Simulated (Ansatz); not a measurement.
Gas-phase reaction in SMILES: [CH2]B(O)O -> [CH2-]B(O)O (an electron is taken up)

Wanted: adiabatic electron affinity (0 K, with zero-point energies), in eV. Positive where the reaction releases energy. Terms: non-relativistic; UHF or UKS for open shells; no dispersion term unless named; 6-311+G** with 5d; valence correlation only; spin-orbit terms left out. Basis-set limits of correlation are two-point, X^-3; Hartree-Fock from the larger set. First-principles rows: single points at B3LYP-D3(BJ) geometries (Ansatz, a first-principles code), with unscaled harmonic terms from B3LYP/6-31G* (Ansatz) at its own minima.

```csv
species,coefficient,"E at B3LYP/6-311+G** (Ansatz), Eh","E at PBE/def2-TZVPD (Ansatz), Eh","zero-point energy, kcal/mol"
[CH2]B(O)O,+1,-215.94730,-215.70455,36.17
[CH2-]B(O)O,-1,-215.98686,-215.74374,34.94
```

Coupled cluster (Ansatz) is a level with limits of its own, used here on species with T1 under 0.025 (0.045 for open shells) and stable references: CCSD(T)/CBS(aug-cc-pVTZ,aug-cc-pVQZ). Value to compare with, CCSD(T)/CBS(aug-cc-pVTZ,aug-cc-pVQZ) (Ansatz): 1.19 eV. 1 Eh = 27.2114 eV and 1 eV = 23.0605 kcal/mol.

Q: Compute it at each level from the table, and compare with CCSD(T)/CBS(aug-cc-pVTZ,aug-cc-pVQZ) (Ansatz).

A: 
- B3LYP/6-311+G**: the sum of coefficient times E is 0.03956 Eh, or 1.076 eV; the thermal terms add 0.053. Result: 1.13 eV. Its difference against CCSD(T)/CBS(aug-cc-pVTZ,aug-cc-pVQZ) (Ansatz) is -0.06 eV.
- PBE/def2-TZVPD: the sum of coefficient times E is 0.03919 Eh, or 1.066 eV; the thermal terms add 0.053. Result: 1.12 eV. Its difference against CCSD(T)/CBS(aug-cc-pVTZ,aug-cc-pVQZ) (Ansatz) is -0.07 eV.
